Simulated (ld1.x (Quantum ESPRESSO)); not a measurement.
# u(r) = r·R(r): atom against pseudo-atom (potassium)

Columns: radius, all-electron u(r) and pseudo u(r) of the 3s shell (level -35.34 eV) of potassium in the configuration [Ne] 3s2 3p6 4s1 4p0; PBE, scalar-relativistic, RRKJ scheme, ld1.x (Quantum ESPRESSO) 7.5.

```
r (bohr)  all-electron  pseudo
   0.110       -0.0173  0.1093
   0.220       -0.4627  0.2209
   0.330       -0.4298  0.3358
   0.440       -0.1326  0.4532
   0.550        0.2218  0.5697
   0.660        0.5295  0.6800
   0.770        0.7558  0.7772
   0.880        0.8984  0.8544
   0.990        0.9686  0.9057
   1.100        0.9826  0.9279
   1.210        0.9567  0.9203
   1.320        0.9045  0.8860
   1.430        0.8370  0.8305
   1.540        0.7618  0.7610
   1.650        0.6846  0.6852
   1.760        0.6091  0.6093
   1.870        0.5376  0.5376
   1.980        0.4713  0.4713
   2.090        0.4110  0.4110
   2.200        0.3568  0.3568
   2.310        0.3087  0.3087
   2.420        0.2662  0.2662
   2.530        0.2289  0.2289
   2.640        0.1964  0.1964
   2.750        0.1682  0.1682
   2.860        0.1438  0.1438
```

Task: How many radial nodes do the two functions have?

Result: The all-electron 3s function has n − l − 1 = 2 (the table is too coarse to show those close to the nucleus); the pseudo-wave has 0, since the states of the same l below it are removed with the core.

Task: At about which radius was the pseudo-wave matched?

Result: 1.90 bohr. The columns agree to 0.0005 from 1.76 bohr on; several derivatives are matched, so the curves merge somewhat inside the radius.

Task: Is the pseudo-wave norm-conserving?

Result: Yes: the RRKJ scheme keeps the norm inside the radius equal to the all-electron one, which fixes the energy derivative of the logarithmic derivative at the level.
